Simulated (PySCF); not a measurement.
Dipole response of Hf (hafnium, neutral)

[Xe] 4f14 5d2 6s2, high-spin 3F determinant. Computed with PySCF 2.14 in aug-cc-pwCVTZ-PP with ECP60MDF (8s8p7d4f3g, 122 functions), with a scalar-relativistic core potential. Coupled (time-dependent) response in atomic units; α is the mean over directions.

| method | mean α (bohr³) | C₆ (like pair) | S(−4) |
| --- | --- | --- | --- |
| PBE0 | 103.5 | 1397 | 4662 |

S(−4) is the Cauchy moment in α(ω) = α(0) + S(−4) ω² + …

Reference α: 103 ± 6 bohr³ (recommended; Schwerdtfeger and Nagle, table of static dipole polarizabilities (2023 update)). Published C₆: 1040 (Gould and Bucko (2016)).

Spin-orbit coupling is absent.

α(iu) at PBE0:

| u (hartree) | α(iu) (bohr³) |
| --- | --- |
| 0 | 103.5 |
| 0.0500 | 93.49 |
| 0.100 | 74.19 |
| 0.200 | 43.75 |
| 0.300 | 27.93 |
| 0.500 | 14.65 |
| 0.750 | 8.583 |
| 1.00 | 5.844 |
| 1.50 | 3.338 |
| 2.00 | 2.185 |
| 3.00 | 1.141 |
| 5.00 | 0.4637 |

A single London oscillator, α(iu) = α/(1 + u²/ω²), gives C₆ = (3/4) ω α². Matching the computed C₆ needs ω = 4 × 1397 / (3 × 103.5²) = 0.174 hartree.

Energies and moments cover only the electrons outside the core potential. Spin-orbit coupling, absent here, splits the open shell strongly.
